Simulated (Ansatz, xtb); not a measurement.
Relative energy of two structures of GaNOS

Structure X is a singlet given by its coordinates and structure Y is `N#S[O][Ga]`, a singlet. Both are isolated molecules in the gas phase, relaxed with PBE0-D3(BJ)/def2-SVP.

X (Å):

```xyz
4

Ga    1.0466    1.1977   -0.3506
N    -0.4277    0.9071    1.2621
O    -1.1054    0.3181    2.0383
S    -0.3925    2.6241    1.0925
```

Close contacts (Å): Ga1–N2 2.20, Ga1–S4 2.49, N2–O3 1.19, N2–S4 1.73.

Y (Å):

```xyz
4

Ga    1.9121    1.6102    0.7260
N    -1.8426    1.6754    0.3055
O     0.3835    0.9052    1.5336
S    -1.2534    0.8973    1.3990
```

Quicker runs give these differences E(Y) − E(X): GFN2-xTB −27.9 kcal/mol; HF/STO-3G +47.1 kcal/mol (at GFN2-xTB geometries); r2SCAN-D4/def2-SVP +1.7 kcal/mol (at GFN2-xTB geometries).

Task: Estimate which is lower in electronic energy at CCSD(T)/def2-TZVPP, and by roughly how much.

Result: The CCSD(T)/def2-TZVPP calculation puts structure Y lower, by 19.2 kcal/mol.

How the difference moves with the method:

| level | geometry | E(Y) − E(X) (kcal/mol) | departure from the last row (kcal/mol) | job, with rough time for the two |
| --- | --- | --- | --- | --- |
| GFN2-xTB | GFN2-xTB | −27.9 | −8.7 | optimisation, 0.36 s |
| HF/STO-3G | GFN2-xTB | +47.1 | +66.2 | single point, 9.3 s |
| r2SCAN-D4/def2-SVP | GFN2-xTB | +1.7 | +20.9 | single point, 6.9 s |
| PBE0-D3(BJ)/def2-SVP | PBE0-D3(BJ)/def2-SVP | +2.3 | +21.5 | optimisation, 91 s |
| HF/def2-TZVPP | PBE0-D3(BJ)/def2-SVP | −24.8 | −5.6 | part of the CCSD(T) run |
| MP2/def2-TZVPP | PBE0-D3(BJ)/def2-SVP | −21.4 | −2.2 | part of the CCSD(T) run |
| CCSD(T)/def2-TZVPP | PBE0-D3(BJ)/def2-SVP | −19.2 |  | single point, 2.8 min |

HF/STO-3G, r2SCAN-D4/def2-SVP, PBE0-D3(BJ)/def2-SVP put the two in the other order. The largest departure from CCSD(T)/def2-TZVPP is that of HF/STO-3G, 66.2 kcal/mol.

With harmonic frequencies from PBE0-D3(BJ)/def2-SVP (ideal gas, rigid rotor, one conformer each, 298.15 K, 1 atm): on the last row, ΔE + ΔZPE = −19.9, ΔH = −19.7, ΔG = −20.7 kcal/mol.

The T1 diagnostic of structures X and Y is large, so the coupled-cluster value is less sure. The correlated steps freeze 16 core orbitals; the filled d shell of Ga is correlated, in a basis made for valence electrons. Codes used: Ansatz 0.2.0, xtb 6.7.1; the last row on 1 thread of Intel(R) Xeon(R) Processor @ 2.50GHz (Skylake/Cascade Lake) on a shared host.
